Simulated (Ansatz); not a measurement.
A short molecular-dynamics run on `N[Si](N)(O)[SiH3]`.

```yaml
crystal:
  periodic: [false, false, false]
  atoms:
    - {symbol: N, position_ang: [-0.883223, 1.375045, -1.056460]}
    - {symbol: Si, position_ang: [0.218104, 0.276876, -0.357363]}
    - {symbol: N, position_ang: [1.146810, 1.168475, 0.762482]}
    - {symbol: O, position_ang: [0.970642, -0.331062, -1.698929]}
    - {symbol: Si, position_ang: [-0.684019, -1.517564, 0.872297]}
    - {symbol: H, position_ang: [-1.446701, 1.980200, -0.484624]}
    - {symbol: H, position_ang: [-1.312554, 1.170945, -1.943043]}
    - {symbol: H, position_ang: [1.618523, 0.728818, 1.534404]}
    - {symbol: H, position_ang: [1.573725, 2.044680, 0.504748]}
    - {symbol: H, position_ang: [1.498346, -1.120990, -1.579114]}
    - {symbol: H, position_ang: [-1.450162, -2.435690, -0.017149]}
    - {symbol: H, position_ang: [-1.606115, -1.040448, 1.940964]}
    - {symbol: H, position_ang: [0.377125, -2.333785, 1.536588]}
basis:
  gaussian: {orbitals: def2-SVP}
hamiltonian: {xc: {name: PBE}, dispersion: d3bjatm}
md: {timestep: 0.5 fs, n_steps: 50, ensemble: nvt_nose_hoover, temperature: 1500, initial_velocities: maxwell_boltzmann, seed: 655}
```

```sh
$ ansatz run in.yaml --threads 4 --pin off --events-out ev --progress --plain --max-ram 10444MiB
```

```json
{"step": "0", "time (fs)": "0.0", "potential energy (eV)": "-20892.3681", "kinetic (eV)": "2.1328", "T (K)": "1500", "conserved (eV)": "-20890.2354"}
{"step": "1", "time (fs)": "0.5", "potential energy (eV)": "-20892.3051", "kinetic (eV)": "2.0728", "T (K)": "1458", "conserved (eV)": "-20890.2323"}
{"step": "2", "time (fs)": "1.0", "potential energy (eV)": "-20892.1059", "kinetic (eV)": "1.8791", "T (K)": "1322", "conserved (eV)": "-20890.2268"}
{"step": "3", "time (fs)": "1.5", "potential energy (eV)": "-20891.8526", "kinetic (eV)": "1.6311", "T (K)": "1147", "conserved (eV)": "-20890.2215"}
{"step": "4", "time (fs)": "2.0", "potential energy (eV)": "-20891.6259", "kinetic (eV)": "1.4075", "T (K)": "990", "conserved (eV)": "-20890.2184"}
{"step": "5", "time (fs)": "2.5", "potential energy (eV)": "-20891.4739", "kinetic (eV)": "1.2561", "T (K)": "883", "conserved (eV)": "-20890.2179"}
{"step": "6", "time (fs)": "3.0", "potential energy (eV)": "-20891.4057", "kinetic (eV)": "1.1869", "T (K)": "835", "conserved (eV)": "-20890.2189"}
{"step": "7", "time (fs)": "3.5", "potential energy (eV)": "-20891.4056", "kinetic (eV)": "1.1855", "T (K)": "834", "conserved (eV)": "-20890.2204"}
{"step": "8", "time (fs)": "4.0", "potential energy (eV)": "-20891.4500", "kinetic (eV)": "1.2285", "T (K)": "864", "conserved (eV)": "-20890.2219"}
{"step": "9", "time (fs)": "4.5", "potential energy (eV)": "-20891.5130", "kinetic (eV)": "1.2898", "T (K)": "907", "conserved (eV)": "-20890.2237"}
{"step": "10", "time (fs)": "5.0", "potential energy (eV)": "-20891.5650", "kinetic (eV)": "1.3398", "T (K)": "942", "conserved (eV)": "-20890.2260"}
{"step": "11", "time (fs)": "5.5", "potential energy (eV)": "-20891.5720", "kinetic (eV)": "1.3447", "T (K)": "946", "conserved (eV)": "-20890.2282"}
{"step": "12", "time (fs)": "6.0", "potential energy (eV)": "-20891.5048", "kinetic (eV)": "1.2771", "T (K)": "898", "conserved (eV)": "-20890.2288"}
{"step": "13", "time (fs)": "6.5", "potential energy (eV)": "-20891.3628", "kinetic (eV)": "1.1383", "T (K)": "801", "conserved (eV)": "-20890.2259"}
{"step": "14", "time (fs)": "7.0", "potential energy (eV)": "-20891.1992", "kinetic (eV)": "0.9812", "T (K)": "690", "conserved (eV)": "-20890.2197"}
{"step": "15", "time (fs)": "7.5", "potential energy (eV)": "-20891.1103", "kinetic (eV)": "0.8970", "T (K)": "631", "conserved (eV)": "-20890.2152"}
{"step": "16", "time (fs)": "8.0", "potential energy (eV)": "-20891.1609", "kinetic (eV)": "0.9452", "T (K)": "665", "conserved (eV)": "-20890.2179"}
{"step": "17", "time (fs)": "8.5", "potential energy (eV)": "-20891.3109", "kinetic (eV)": "1.0877", "T (K)": "765", "conserved (eV)": "-20890.2257"}
{"step": "18", "time (fs)": "9.0", "potential energy (eV)": "-20891.4433", "kinetic (eV)": "1.2145", "T (K)": "854", "conserved (eV)": "-20890.2316"}
{"step": "19", "time (fs)": "9.5", "potential energy (eV)": "-20891.4642", "kinetic (eV)": "1.2357", "T (K)": "869", "conserved (eV)": "-20890.2318"}
{"step": "20", "time (fs)": "10.0", "potential energy (eV)": "-20891.3638", "kinetic (eV)": "1.1402", "T (K)": "802", "conserved (eV)": "-20890.2273"}
{"step": "21", "time (fs)": "10.5", "potential energy (eV)": "-20891.2049", "kinetic (eV)": "0.9874", "T (K)": "694", "conserved (eV)": "-20890.2216"}
{"step": "22", "time (fs)": "11.0", "potential energy (eV)": "-20891.0694", "kinetic (eV)": "0.8556", "T (K)": "602", "conserved (eV)": "-20890.2184"}
{"step": "23", "time (fs)": "11.5", "potential energy (eV)": "-20891.0066", "kinetic (eV)": "0.7930", "T (K)": "558", "conserved (eV)": "-20890.2185"}
{"step": "24", "time (fs)": "12.0", "potential energy (eV)": "-20891.0164", "kinetic (eV)": "0.8014", "T (K)": "564", "conserved (eV)": "-20890.2203"}
{"step": "25", "time (fs)": "12.5", "potential energy (eV)": "-20891.0715", "kinetic (eV)": "0.8553", "T (K)": "602", "conserved (eV)": "-20890.2219"}
{"step": "26", "time (fs)": "13.0", "potential energy (eV)": "-20891.1459", "kinetic (eV)": "0.9295", "T (K)": "654", "conserved (eV)": "-20890.2226"}
{"step": "27", "time (fs)": "13.5", "potential energy (eV)": "-20891.2261", "kinetic (eV)": "1.0099", "T (K)": "710", "conserved (eV)": "-20890.2229"}
{"step": "28", "time (fs)": "14.0", "potential energy (eV)": "-20891.3041", "kinetic (eV)": "1.0878", "T (K)": "765", "conserved (eV)": "-20890.2238"}
{"step": "29", "time (fs)": "14.5", "potential energy (eV)": "-20891.3665", "kinetic (eV)": "1.1493", "T (K)": "808", "conserved (eV)": "-20890.2253"}
{"step": "30", "time (fs)": "15.0", "potential energy (eV)": "-20891.3911", "kinetic (eV)": "1.1728", "T (K)": "825", "conserved (eV)": "-20890.2271"}
{"step": "31", "time (fs)": "15.5", "potential energy (eV)": "-20891.3550", "kinetic (eV)": "1.1368", "T (K)": "800", "conserved (eV)": "-20890.2278"}
{"step": "32", "time (fs)": "16.0", "potential energy (eV)": "-20891.2561", "kinetic (eV)": "1.0409", "T (K)": "732", "conserved (eV)": "-20890.2256"}
{"step": "33", "time (fs)": "16.5", "potential energy (eV)": "-20891.1349", "kinetic (eV)": "0.9252", "T (K)": "651", "conserved (eV)": "-20890.2208"}
{"step": "34", "time (fs)": "17.0", "potential energy (eV)": "-20891.0661", "kinetic (eV)": "0.8605", "T (K)": "605", "conserved (eV)": "-20890.2173"}
{"step": "35", "time (fs)": "17.5", "potential energy (eV)": "-20891.1019", "kinetic (eV)": "0.8953", "T (K)": "630", "conserved (eV)": "-20890.2191"}
{"step": "36", "time (fs)": "18.0", "potential energy (eV)": "-20891.2170", "kinetic (eV)": "1.0055", "T (K)": "707", "conserved (eV)": "-20890.2247"}
{"step": "37", "time (fs)": "18.5", "potential energy (eV)": "-20891.3280", "kinetic (eV)": "1.1130", "T (K)": "783", "conserved (eV)": "-20890.2292"}
{"step": "38", "time (fs)": "19.0", "potential energy (eV)": "-20891.3658", "kinetic (eV)": "1.1515", "T (K)": "810", "conserved (eV)": "-20890.2294"}
{"step": "39", "time (fs)": "19.5", "potential energy (eV)": "-20891.3232", "kinetic (eV)": "1.1135", "T (K)": "783", "conserved (eV)": "-20890.2258"}
{"step": "40", "time (fs)": "20.0", "potential energy (eV)": "-20891.2504", "kinetic (eV)": "1.0461", "T (K)": "736", "conserved (eV)": "-20890.2214"}
{"step": "41", "time (fs)": "20.5", "potential energy (eV)": "-20891.2115", "kinetic (eV)": "1.0103", "T (K)": "711", "conserved (eV)": "-20890.2192"}
{"step": "42", "time (fs)": "21.0", "potential energy (eV)": "-20891.2380", "kinetic (eV)": "1.0368", "T (K)": "729", "conserved (eV)": "-20890.2203"}
{"step": "43", "time (fs)": "21.5", "potential energy (eV)": "-20891.3140", "kinetic (eV)": "1.1114", "T (K)": "782", "conserved (eV)": "-20890.2228"}
{"step": "44", "time (fs)": "22.0", "potential energy (eV)": "-20891.4004", "kinetic (eV)": "1.1971", "T (K)": "842", "conserved (eV)": "-20890.2246"}
{"step": "45", "time (fs)": "22.5", "potential energy (eV)": "-20891.4663", "kinetic (eV)": "1.2640", "T (K)": "889", "conserved (eV)": "-20890.2249"}
{"step": "46", "time (fs)": "23.0", "potential energy (eV)": "-20891.5018", "kinetic (eV)": "1.3014", "T (K)": "915", "conserved (eV)": "-20890.2245"}
{"step": "47", "time (fs)": "23.5", "potential energy (eV)": "-20891.5103", "kinetic (eV)": "1.3116", "T (K)": "922", "conserved (eV)": "-20890.2241"}
{"step": "48", "time (fs)": "24.0", "potential energy (eV)": "-20891.4951", "kinetic (eV)": "1.2975", "T (K)": "913", "conserved (eV)": "-20890.2244"}
{"step": "49", "time (fs)": "24.5", "potential energy (eV)": "-20891.4524", "kinetic (eV)": "1.2555", "T (K)": "883", "conserved (eV)": "-20890.2252"}
{"step": "50", "time (fs)": "25.0", "potential energy (eV)": "-20891.3737", "kinetic (eV)": "1.1779", "T (K)": "828", "conserved (eV)": "-20890.2255"}
```

Velocities are drawn at the set temperature; a run this short doesn't reach equilibrium.

Frames (Å, forces in eV/Å):

```xyz
13
time=0.0 fs
N    -0.883    1.375   -1.056    0.185    0.204   -0.080
Si    0.218    0.277   -0.357   -0.339   -0.313    0.562
N     1.147    1.168    0.762   -0.216    0.078    0.198
O     0.971   -0.331   -1.699    0.114    0.155   -1.025
Si   -0.684   -1.518    0.872    0.135    0.221   -0.132
H    -1.447    1.980   -0.485   -0.381    0.406    0.385
H    -1.313    1.171   -1.943   -0.300   -0.139   -0.595
H     1.619    0.729    1.534    0.328   -0.296    0.535
H     1.574    2.045    0.505    0.280    0.596   -0.185
H     1.498   -1.121   -1.579    0.370   -0.589    0.122
H    -1.450   -2.436   -0.017   -0.170   -0.205   -0.178
H    -1.606   -1.040    1.941   -0.213    0.078    0.243
H     0.377   -2.334    1.537    0.208   -0.195    0.149
13
time=2.0 fs
N    -0.878    1.384   -1.041   -0.283   -2.108   -5.469
Si    0.204    0.272   -0.375    0.814    0.005    1.797
N     1.172    1.195    0.788   -1.386    2.423   -2.999
O     0.976   -0.336   -1.705    0.953   -1.059   -0.889
Si   -0.685   -1.533    0.886   -1.788    0.985   -2.434
H    -1.366    1.974   -0.465   -1.942    2.084    1.719
H    -1.359    1.151   -2.047    1.383    0.862    3.313
H     1.641    0.687    1.481    1.376   -0.540    1.548
H     1.526    2.177    0.464   -0.427   -2.337    1.048
H     1.534   -1.139   -1.559   -0.501    0.657   -0.068
H    -1.490   -2.443   -0.103    0.488    0.348    0.582
H    -1.662   -1.016    1.851   -0.401    0.133    0.629
H     0.339   -2.255    1.488    1.715   -1.454    1.222
13
time=4.0 fs
N    -0.873    1.388   -1.039   -2.142    0.321   -3.249
Si    0.192    0.268   -0.390    1.685    0.134    2.610
N     1.193    1.228    0.806   -1.308    0.330   -2.006
O     0.983   -0.344   -1.713    0.917   -1.038   -0.731
Si   -0.689   -1.547    0.897   -2.376    1.191   -3.052
H    -1.348    2.033   -0.393   -0.184   -0.183   -0.573
H    -1.358    1.162   -2.036    1.219    0.932    3.191
H     1.709    0.631    1.477    0.277    1.114   -0.272
H     1.466    2.229    0.461    0.050   -2.435    1.244
H     1.553   -1.135   -1.541   -0.566    0.704   -0.121
H    -1.512   -2.438   -0.168    0.816    0.506    0.999
H    -1.731   -0.986    1.784   -0.164   -0.024    0.588
H     0.363   -2.228    1.483    1.775   -1.552    1.373
13
time=6.0 fs
N    -0.874    1.392   -1.045   -1.060    2.572    2.316
Si    0.181    0.264   -0.401    2.255    0.317    2.992
N     1.211    1.260    0.819   -1.691   -3.914   -0.511
O     0.992   -0.353   -1.723   -0.088    0.224   -0.674
Si   -0.695   -1.560    0.904   -1.141    0.651   -2.094
H    -1.340    2.089   -0.340    0.823   -1.662   -2.011
H    -1.315    1.206   -1.914   -0.942    0.119   -1.053
H     1.788    0.615    1.466   -0.624    2.136   -1.239
H     1.409    2.197    0.501    0.988    0.436    0.299
H     1.553   -1.109   -1.527    0.273   -0.455    0.088
H    -1.504   -2.414   -0.196    0.827    0.353    1.047
H    -1.807   -0.958    1.739    0.328   -0.300    0.354
H     0.448   -2.257    1.527    0.052   -0.477    0.484
13
time=8.0 fs
N    -0.877    1.404   -1.044    1.708    2.551    5.874
Si    0.174    0.260   -0.408    2.576    0.493    2.945
N     1.224    1.283    0.830   -2.719   -6.111   -0.472
O     1.001   -0.362   -1.734   -0.627    0.791   -0.468
Si   -0.703   -1.571    0.908    0.105    0.556   -0.932
H    -1.305    2.087   -0.357    0.408   -0.988   -1.263
H    -1.313    1.253   -1.840   -3.194   -0.696   -5.264
H     1.848    0.676    1.412   -0.243    1.378   -0.563
H     1.389    2.183    0.553    1.408    3.159   -0.664
H     1.562   -1.098   -1.509    0.617   -0.892    0.200
H    -1.465   -2.378   -0.185    0.531   -0.077    0.679
H    -1.870   -0.942    1.708    0.716   -0.505    0.186
H     0.537   -2.305    1.591   -1.286    0.340   -0.258
13
time=10.0 fs
N    -0.877    1.421   -1.032   -0.037   -1.504   -3.249
Si    0.170    0.257   -0.412    2.760    0.535    2.654
N     1.229    1.290    0.840   -3.735   -0.721   -2.936
O     1.008   -0.370   -1.747    0.030   -0.185    0.160
Si   -0.711   -1.582    0.911    1.068    1.038    0.176
H    -1.259    2.055   -0.414   -1.376    2.020    1.737
H    -1.409    1.281   -1.924    0.514    0.226    1.057
H     1.903    0.785    1.341    1.611   -0.642    1.066
H     1.417    2.267    0.585    0.408   -0.336    0.067
H     1.591   -1.115   -1.486   -0.248    0.228   -0.144
H    -1.406   -2.345   -0.150   -0.052   -0.771   -0.151
H    -1.906   -0.944    1.684    0.836   -0.557    0.156
H     0.579   -2.342    1.646   -1.780    0.668   -0.591
13
time=12.0 fs
N    -0.876    1.435   -1.026   -1.566   -1.507   -4.982
Si    0.170    0.254   -0.411    2.747    0.610    2.200
N     1.225    1.295    0.841   -2.035    1.272   -2.373
O     1.016   -0.378   -1.759    0.298   -0.621    0.681
Si   -0.718   -1.591    0.913    1.763    1.546    0.919
H    -1.258    2.090   -0.416   -1.113    1.704    1.476
H    -1.494    1.314   -1.985    2.047    0.317    3.230
H     2.011    0.877    1.301    0.742   -0.547    0.426
H     1.462    2.344    0.618   -0.518   -2.466    0.179
H     1.612   -1.126   -1.467   -0.706    0.795   -0.377
H    -1.349   -2.342   -0.120   -0.572   -1.368   -0.974
H    -1.911   -0.967    1.666    0.664   -0.453    0.249
H     0.555   -2.354    1.679   -1.751    0.719   -0.655
13
time=14.0 fs
N    -0.880    1.446   -1.032   -2.621    1.483   -1.203
Si    0.174    0.253   -0.408    2.491    0.841    1.668
N     1.215    1.302    0.837    1.026    0.064   -0.502
O     1.024   -0.387   -1.769   -0.421    0.203    0.763
Si   -0.722   -1.599    0.917    1.637    1.417    0.316
H    -1.296    2.182   -0.369    0.760   -1.393   -1.139
H    -1.507    1.358   -1.931    1.588    0.015    2.212
H     2.142    0.949    1.277   -1.935    0.004   -0.865
H     1.488    2.335    0.655   -0.908   -1.811   -0.291
H     1.608   -1.110   -1.462   -0.135    0.078   -0.156
H    -1.313   -2.389   -0.124   -0.491   -1.175   -0.828
H    -1.892   -1.006    1.659    0.212   -0.216    0.439
H     0.465   -2.339    1.688   -1.202    0.489   -0.413
13
time=16.0 fs
N    -0.890    1.460   -1.042    0.829    2.205    4.477
Si    0.181    0.252   -0.402    2.030    1.234    1.102
N     1.208    1.310    0.831    1.417   -2.591    0.287
O     1.032   -0.396   -1.778   -1.328    1.291    0.666
Si   -0.724   -1.604    0.922    0.455    1.079   -1.591
H    -1.309    2.228   -0.358    1.251   -2.106   -1.589
H    -1.468    1.402   -1.805   -1.891   -0.554   -2.772
H     2.206    1.019    1.224   -2.583   -0.431   -0.881
H     1.482    2.265    0.681   -0.602    1.272   -1.001
H     1.601   -1.093   -1.462    0.671   -0.912    0.222
H    -1.293   -2.478   -0.158   -0.036   -0.307    0.081
H    -1.865   -1.055    1.668   -0.354    0.065    0.620
H     0.331   -2.307    1.682    0.141   -0.245    0.379
13
time=18.0 fs
N    -0.899    1.480   -1.040    2.590    0.315    3.857
Si    0.191    0.253   -0.395    1.540    1.481    0.575
N     1.204    1.310    0.826   -0.185   -3.441   -0.132
O     1.036   -0.402   -1.785   -0.937    0.833    1.127
Si   -0.726   -1.608    0.924   -1.133    1.228   -3.419
H    -1.277    2.201   -0.402    0.445   -0.426   -0.001
H    -1.494    1.426   -1.773   -2.448   -0.771   -3.469
H     2.177    1.071    1.139   -0.952   -1.222   -0.084
H     1.452    2.240    0.669   -0.507    2.939   -1.307
H     1.615   -1.105   -1.455    0.208   -0.358   -0.030
H    -1.276   -2.580   -0.190    0.265    0.481    0.794
H    -1.850   -1.101    1.700   -0.638    0.208    0.567
H     0.204   -2.286    1.693    1.752   -1.267    1.521
13
time=20.0 fs
N    -0.900    1.500   -1.030    0.513   -3.650   -3.867
Si    0.203    0.257   -0.387    1.053    1.474    0.107
N     1.199    1.303    0.819   -2.659    0.610   -1.672
O     1.038   -0.406   -1.790   -0.173   -0.057    1.688
Si   -0.729   -1.610    0.921   -1.306    0.783   -3.171
H    -1.233    2.164   -0.440   -1.290    2.849    2.805
H    -1.599    1.423   -1.855    1.621   -0.315    1.628
H     2.119    1.076    1.052    2.306   -1.758    0.819
H     1.401    2.309    0.612   -1.038   -0.450   -0.496
H     1.636   -1.130   -1.451   -0.609    0.613   -0.451
H    -1.249   -2.665   -0.192    0.325    0.897    1.042
H    -1.859   -1.140    1.753   -0.416    0.145    0.171
H     0.138   -2.309    1.758    1.674   -1.142    1.398
13
time=22.0 fs
N    -0.901    1.512   -1.028   -1.171   -1.851   -2.869
Si    0.217    0.262   -0.379    0.499    1.313   -0.315
N     1.188    1.296    0.809   -1.499    1.996   -1.741
O     1.040   -0.410   -1.790   -0.270    0.103    1.718
Si   -0.734   -1.612    0.915   -0.348   -0.302   -1.110
H    -1.227    2.215   -0.390   -0.338    0.568    0.656
H    -1.652    1.407   -1.888    2.515    0.010    2.849
H     2.132    1.020    0.990    1.091   -0.762    0.367
H     1.313    2.367    0.535   -0.605   -2.576    0.299
H     1.637   -1.134   -1.462   -0.529    0.503   -0.381
H    -1.211   -2.716   -0.156    0.219    0.951    0.907
H    -1.882   -1.173    1.812    0.044    0.016   -0.360
H     0.132   -2.372    1.872    0.394    0.031   -0.021
13
time=24.0 fs
N    -0.904    1.519   -1.033   -0.697    0.563    1.031
Si    0.231    0.269   -0.371   -0.126    1.043   -0.665
N     1.173    1.294    0.794    1.035    0.303   -1.077
O     1.040   -0.414   -1.786   -1.113    1.200    1.308
Si   -0.739   -1.613    0.907    0.351   -0.684    0.782
H    -1.236    2.289   -0.314    0.671   -2.016   -1.775
H    -1.615    1.390   -1.819    1.146    0.014    1.398
H     2.183    0.935    0.943   -1.788    0.814   -0.171
H     1.202    2.333    0.467    0.206   -2.073    0.478
H     1.620   -1.123   -1.486    0.328   -0.554    0.082
H    -1.164   -2.733   -0.086   -0.024    0.589    0.410
H    -1.905   -1.206    1.858    0.376   -0.043   -0.745
H     0.143   -2.436    1.988   -0.366    0.843   -1.056
13
time=25.0 fs
N    -0.907    1.522   -1.036    1.282    1.087    3.525
Si    0.238    0.273   -0.368   -0.470    0.839   -0.823
N     1.166    1.294    0.785    1.451   -1.191   -0.638
O     1.040   -0.415   -1.783   -1.379    1.586    1.159
Si   -0.741   -1.614    0.903    0.603   -0.515    1.500
H    -1.232    2.302   -0.296    0.738   -2.316   -2.110
H    -1.576    1.382   -1.760   -0.849   -0.290   -0.743
H     2.189    0.901    0.918   -2.282    1.289   -0.207
H     1.148    2.285    0.440    0.548   -0.799    0.228
H     1.613   -1.122   -1.498    0.613   -0.917    0.233
H    -1.140   -2.731   -0.043   -0.191    0.224    0.027
H    -1.911   -1.223    1.871    0.442   -0.033   -0.841
H     0.145   -2.458    2.032   -0.506    1.038   -1.310
```

Hardware: 4 threads of an Arm Neoverse V2 on a shared host. Wall time 62 s, peak host memory 0.49 GiB.
